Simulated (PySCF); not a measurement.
A PySCF run on SrIn

State: ²Σ⁺ (doublet), unpaired electrons σ ↑, a second solution, started from another occupation.

An equivalent input (the run itself took its basis sets from the Basis Set Exchange, started from a PBE0 density and held the occupation σ 8α 7β, πx 3α 3β, πy 3α 3β, δx 1α 1β, δy 1α 1β):

```python
from pyscf import gto, dft
mol = gto.M(atom='Sr 0 0 0; In 0 0 3.454', basis={'Sr': 'def2-SVPD', 'In': 'def2-SVPD'}, ecp={'Sr': 'def2-SVPD', 'In': 'def2-SVPD'},
            charge=0, spin=1, verbose=4, symmetry='C2v')
mf = dft.UKS(mol, xc='PBE0')
mf.grids.atom_grid = (80, 434)
mf.grids.prune = dft.gen_grid.treutler_prune
mf.irrep_nelec = {'A1': (9, 8), 'A2': (1, 1), 'B1': (3, 3), 'B2': (3, 3)}
mf.conv_tol = 1e-9
mf.max_cycle = 60
mf.diis_space = 10
mf.kernel()
```

The log (some set-up lines and the per-cycle HOMO/LUMO lines removed):

```
******** <class 'pyscf.dft.uks_symm.SymAdaptedUKS'> ********
method = SymAdaptedUKS
damping factor = 0
level_shift factor = 0
DIIS = <class 'pyscf.scf.diis.CDIIS'>
diis_start_cycle = 1
diis_space = 10
diis_damp = 0
SCF conv_tol = 1e-09
SCF conv_tol_grad = None
SCF max_cycles = 60
number electrons alpha = 16  beta = 15
Set gradient conv threshold to 3.16228e-05
init E= -220.784050347898
cycle= 1 E= -220.784924882745  delta_E= -0.000875  |g|= 0.00379  |ddm|= 0.0554
cycle= 2 E= -220.784944467731  delta_E= -1.96e-05  |g|= 0.00245  |ddm|= 0.0227
cycle= 3 E= -220.784952049812  delta_E= -7.58e-06  |g|= 0.000491  |ddm|= 0.00986
cycle= 4 E= -220.78495309525  delta_E= -1.05e-06  |g|= 0.000246  |ddm|= 0.00359
cycle= 5 E= -220.784953657254  delta_E= -5.62e-07  |g|= 0.000141  |ddm|= 0.00293
cycle= 6 E= -220.784953840655  delta_E= -1.83e-07  |g|= 5.32e-05  |ddm|= 0.00194
cycle= 7 E= -220.784953884676  delta_E= -4.4e-08  |g|= 1.74e-05  |ddm|= 0.00108
cycle= 8 E= -220.784953887881  delta_E= -3.21e-09  |g|= 9.54e-06  |ddm|= 0.000273
cycle= 9 E= -220.784953888335  delta_E= -4.54e-10  |g|= 1.35e-06  |ddm|= 0.00013
Extra cycle  E= -220.784953888346  delta_E= -1.11e-11  |g|= 7.92e-07  |ddm|= 1.59e-05
converged SCF energy = -220.784953888346  <S^2> = 0.75758784  2S+1 = 2.0075735
```

Repeating this along the bond gives Re = 3.879 Å and ωe = 66.7 cm⁻¹.

A point of this curve took 1.1 CPU seconds beside 0.28 for the integrals, on Arm Neoverse V1 (shared host).

Spin–orbit coupling is left out.
